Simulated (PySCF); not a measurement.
Run record for `C[CH+]/C=C/[S@](C)=O`: HCTH407/STO-3G, full TDDFT, 6 singlets.

Method: TDDFT HCTH407/STO-3G, vertical, gas phase, core orbitals frozen in the response (PySCF 2.14.0, density-fitted response routines). Geometry: GFN2-xTB. A driver script takes a list of jobs; this job's settings line and coordinates (Å) are shown.

Command:
```bash
OMP_NUM_THREADS=1 python probes_run.py task.json out
```

Input:
```
{"job": {"kind": "uv", "xc": "HCTH407", "basis": "STO-3G", "nstates": 6, "ntriplets": 2, "tda": false}, "charge": 1, "multiplicity": 1}
C     -3.086772     0.181735     0.263865
C     -1.749390     0.271355     0.812040
C     -0.639794    -0.324475     0.243698
C      0.647676    -0.123488     0.683242
S      1.975018    -1.078426     0.027052
C      3.137931     0.290234    -0.403360
O      1.533105    -1.709619    -1.191846
H     -3.771344    -0.197340     1.030977
H     -3.473670     1.185294     0.055271
H     -3.145551    -0.434163    -0.629373
H     -1.616436     0.865819     1.709661
H     -0.765279    -0.936235    -0.643799
H      0.864068     0.435345     1.582729
H      4.042768    -0.181130    -0.775993
H      3.348935     0.862762     0.491599
H      2.691138     0.901277    -1.180668
```

Output:
```
coarse grid: 13720 points
cycle   1  E = -661.0668379138  dE =  1.344e+00  |g| = 7.841e-01  |ddm| = 5.210e+00
cycle   2  E = -652.0940091291  dE =  8.973e+00  |g| = 4.276e+00  |ddm| = 6.841e+00
cycle   3  E = -659.8272595629  dE = -7.733e+00  |g| = 1.967e+00  |ddm| = 5.650e+00
cycle   4  E = -661.3243734922  dE = -1.497e+00  |g| = 2.937e-01  |ddm| = 3.101e+00
cycle   5  E = -660.6415026516  dE =  6.829e-01  |g| = 1.136e+00  |ddm| = 2.775e+00
cycle   6  E = -661.1225831471  dE = -4.811e-01  |g| = 7.775e-01  |ddm| = 1.236e+00
cycle   7  E = -661.0100560963  dE =  1.125e-01  |g| = 9.045e-01  |ddm| = 3.554e-01
cycle   8  E = -661.2549892496  dE = -2.449e-01  |g| = 5.324e-01  |ddm| = 7.646e-01
cycle   9  E = -661.3639094054  dE = -1.089e-01  |g| = 1.476e-01  |ddm| = 7.684e-01
cycle  10  E = -661.3685641106  dE = -4.655e-03  |g| = 9.287e-02  |ddm| = 4.391e-01
cycle  11  E = -661.3719725323  dE = -3.408e-03  |g| = 2.868e-02  |ddm| = 2.478e-01
cycle  12  E = -661.3723193017  dE = -3.468e-04  |g| = 7.531e-03  |ddm| = 6.556e-02
cycle  13  E = -661.3723332099  dE = -1.391e-05  |g| = 2.812e-03  |ddm| = 1.175e-02
cycle  14  E = -661.3723345176  dE = -1.308e-06  |g| = 2.531e-03  |ddm| = 1.189e-02
final grid: 127344 points
cycle  15  E = -661.3212551419  dE =  7.644e-04  |g| = 4.250e-02  |ddm| = 9.216e-02
cycle  16  E = -661.0196025426  dE =  3.017e-01  |g| = 8.622e-01  |ddm| = 1.568e+00
cycle  17  E = -661.3214166662  dE = -3.018e-01  |g| = 3.811e-02  |ddm| = 1.425e+00
cycle  18  E = -661.3220373099  dE = -6.206e-04  |g| = 3.592e-03  |ddm| = 7.604e-02
cycle  19  E = -661.3220334033  dE =  3.907e-06  |g| = 4.290e-03  |ddm| = 1.087e-02
cycle  20  E = -661.3220404237  dE = -7.020e-06  |g| = 1.763e-03  |ddm| = 5.790e-03
cycle  21  E = -661.3220414307  dE = -1.007e-06  |g| = 7.741e-04  |ddm| = 1.867e-03
cycle  22  E = -661.3220416970  dE = -2.663e-07  |g| = 1.637e-04  |ddm| = 1.340e-03
cycle  23  E = -661.3220417079  dE = -1.088e-08  |g| = 2.607e-05  |ddm| = 2.687e-04
cycle  24  E = -661.3220417080  dE = -8.720e-11  |g| = 2.210e-05  |ddm| = 9.868e-05
converged SCF energy = -661.3220417080

Static polarisability (au): isotropic 65.429, principal 21.759 41.440 133.087

Singlet excitations
state   eV       nm        f      main configurations
  1   1.8438    672.4   0.00754   H-1->L 0.98
  2   2.3584    525.7   0.12197   H->L 0.94
  3   4.9673    249.6   0.15817   H-2->L 0.66, H->L+1 0.32
  4   5.4003    229.6   0.00146   H-3->L 0.56, H-4->L 0.44
  5   5.6680    218.7   0.00697   H-4->L 0.53, H-3->L 0.41
  6   6.2193    199.4   0.02610   H-1->L+1 0.73, H-5->L 0.20

Triplet excitations (Tamm-Dancoff, eV): 0.1797 1.3116
```

The SCF starts on a coarse grid where the log names one; the energy can jump when the final grid takes over, and dE then counts from the start density on the new grid. H and L stand for HOMO and LUMO; the number after each pair is its weight.

Task: Give S1 in cm⁻¹ and kJ/mol.

Result: 1.8438 eV × 8065.54 = 14871 cm⁻¹; × 96.485 = 177.9 kJ/mol.

Task: Give the mean polarisability as a volume in Å³, and the ratio of the largest to the smallest principal value.

Result: 65.429 au × 0.148185 = 9.70 Å³; 133.087/21.759 = 6.12.

In short: SCF converged in 24 cycles with 48 basis and 742 fitting functions; HOMO -8.60 eV, LUMO -7.73 eV; lowest singlet 1.84 eV; lowest triplet 0.18 eV (Tamm–Dancoff); mean polarisability 65.4 au.

Rough CPU time on one thread of a shared machine: about 40 s (grids of density and orbitals included).

The values belong to the conformer `[CH3:1][CH+:2]/[CH:3]=[CH:4]/[S@:5]([CH3:6])=[O:7]`: C1–C2–C3–C4 173°, C3–C4–S5–C6 130°.
